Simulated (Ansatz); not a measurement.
`[OH][Hf]([F])([SH])[Cl]`. Total charge 0; spin multiplicity 1. Hf takes the def2 core potential. All single points use the PBE0-D4/def2-TZVP geometry. It is one conformer, not always the lowest.

```xyz
7

O     0.966    1.192   -0.073
Hf   -0.587    0.114    0.020
F    -1.803    0.723    1.342
S     0.122   -2.142    0.639
Cl   -1.690    0.106   -2.055
H     1.612    1.892   -0.105
H     1.380   -1.884    0.233
```

Question: What is the dipole moment at PBE/def2-TZVPP? (Best estimate.)

Answer: Computed: 3.26 D, with components (2.71, 1.81, 0.03) D in this frame, pointing from negative to positive charge.

Question: And with r2SCAN, B3LYP, ωB97M-V? (An estimate is asked.)

Answer: Computed: r2SCAN 3.34 D, B3LYP 3.28 D, ωB97M-V 3.32 D.

Question: Give the Mulliken charges with PBE, ωB97M-V, B3LYP in def2-TZVPP. (Estimate.)

Answer: The calculation gave: 
| atom | PBE | ωB97M-V | B3LYP |
| --- | --- | --- | --- |
| O1 | -0.37 | -0.39 | -0.42 |
| Hf2 | 0.88 | 0.95 | 1.03 |
| F3 | -0.28 | -0.32 | -0.33 |
| S4 | -0.30 | -0.30 | -0.31 |
| Cl5 | -0.25 | -0.25 | -0.28 |
| H6 | 0.19 | 0.18 | 0.19 |
| H7 | 0.13 | 0.13 | 0.12 |

B3LYP here is the variant with VWN-RPA as its local correlation; programs differ in this.
